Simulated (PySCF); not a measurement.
# Partial charges of `CC(C)c1coc([O-])c1`

Compound: C7H9O2 (charge -1).
Numbering: `[CH3:1][CH:2]([CH3:3])[c:4]1[cH:5][o:6][c:7]([O-:8])[cH:9]1` (hydrogens: H10, H11, H12 on C1; H13 on C2; H14, H15, H16 on C3; H17 on C5; H18 on C9)

Structure used (GFN2-xTB), in Å, numbered top down from 1:
```xyz
18
C7H9O2 angstrom
C     -1.5101   -0.5666   -1.1279
C     -0.9769   -0.1291    0.2384
C     -1.3577    1.3276    0.5130
C      0.5115   -0.3070    0.3065
C      1.1829   -1.1107    1.1742
O      2.5349   -1.0348    0.9619
C      2.7395   -0.1360   -0.0961
O      3.8952    0.1080   -0.4845
C      1.4867    0.3176   -0.5052
H     -1.2427   -1.6041   -1.3183
H     -1.0673    0.0460   -1.9098
H     -2.5966   -0.4690   -1.1774
H     -1.4369   -0.7617    1.0112
H     -0.9825    1.6345    1.4873
H     -2.4411    1.4624    0.4957
H     -0.9122    1.9733   -0.2401
H      0.8470   -1.7636    1.9604
H      1.3176    1.0195   -1.3009
```

Density: PBE0/pcSseg-1 (PySCF); schemes: Mulliken, IAO, Hirshfeld and ESP-fitted. One conformer (not necessarily the lowest) at the GFN2-xTB geometry, without solvent, vibrations or thermal averaging. The pcSseg-1 basis has no diffuse functions, a weakness for an anion. The HOMO energy is positive at this level (+0.35 eV), so the outermost electrons may be held by the finite basis alone.

Problem. Atoms with like bonding are taken together and averaged. Which atoms carry the highest charge in the Mulliken, IAO, Hirshfeld and ESP-fitted schemes?

Solution. All schemes agree: Mulliken C7 (+0.459); IAO C7 (+0.421); Hirshfeld C7 (+0.077); ESP-fitted C7 (+0.703).

Problem. Do the Mulliken, IAO, Hirshfeld and ESP-fitted schemes agree on where the charge is lowest?

Solution. All schemes agree: Mulliken O8 (-0.570); IAO O8 (-0.642); Hirshfeld O8 (-0.453); ESP-fitted O8 (-0.738).

Problem. Give the atomic charges in each scheme.

Solution. In e; atoms taken as equivalent share a row and are averaged (×n: the atom named and its like, n in all):

```tsv
atom	environment	Mulliken	IAO	Hirshfeld	ESP-fitted
C1/C3	methyl carbon	-0.189	-0.410	-0.129	-0.598
C2	benzylic-type carbon	-0.277	-0.084	-0.021	+0.568
C4	substituted aromatic carbon	-0.191	-0.071	-0.068	-0.218
C5	aromatic CH next to a ring oxygen	+0.111	-0.120	-0.100	-0.185
O6	furan-type oxygen	-0.456	-0.348	-0.155	-0.328
C7	aromatic carbon bearing oxygen	+0.459	+0.421	+0.077	+0.703
O8	aryloxide oxygen	-0.570	-0.642	-0.453	-0.738
C9	aromatic CH carbon	-0.320	-0.438	-0.209	-0.603
H10 (×6)	methyl hydrogen	+0.090	+0.126	+0.025	+0.130
H13	methine hydrogen	+0.073	+0.110	+0.021	-0.056
H17	aromatic hydrogen	+0.017	+0.118	+0.009	+0.113
H18	aromatic hydrogen	-0.007	+0.116	+0.003	+0.158
```

Mean size of the charges over all atoms: ESP-fitted 0.314 e, IAO 0.225 e, Mulliken 0.189 e, Hirshfeld 0.085 e. Each set sums to the total charge, -1, to within 0.001 e. The IAO scheme projects the occupied orbitals on a minimal set of polarised atomic orbitals and counts the electrons in each atom's part of it.

Some averages cover members that differ in this geometry: H10 (×6), ESP-fitted +0.101 to +0.164; H10 (×6), Mulliken +0.068 to +0.103; H10 (×6), IAO +0.107 to +0.137 e.

Problem. Sum the charges by element.

Solution. 
```
element  atoms  Mulliken     IAO  Hirshfeld  ESP-fitted
      C      7    -0.597  -1.111     -0.578      -0.930
      O      2    -1.026  -0.990     -0.607      -1.065
      H      9    +0.623  +1.101     +0.186      +0.995
```

Problem. How closely do the schemes follow one another over all atoms?

Solution. Correlation coefficient and root-mean-square difference: IAO with Hirshfeld 0.92, 0.166 e; Mulliken with IAO 0.89, 0.122 e; IAO with ESP-fitted 0.89, 0.193 e; Mulliken with Hirshfeld 0.84, 0.153 e; Hirshfeld with ESP-fitted 0.81, 0.297 e; Mulliken with ESP-fitted 0.71, 0.277 e.
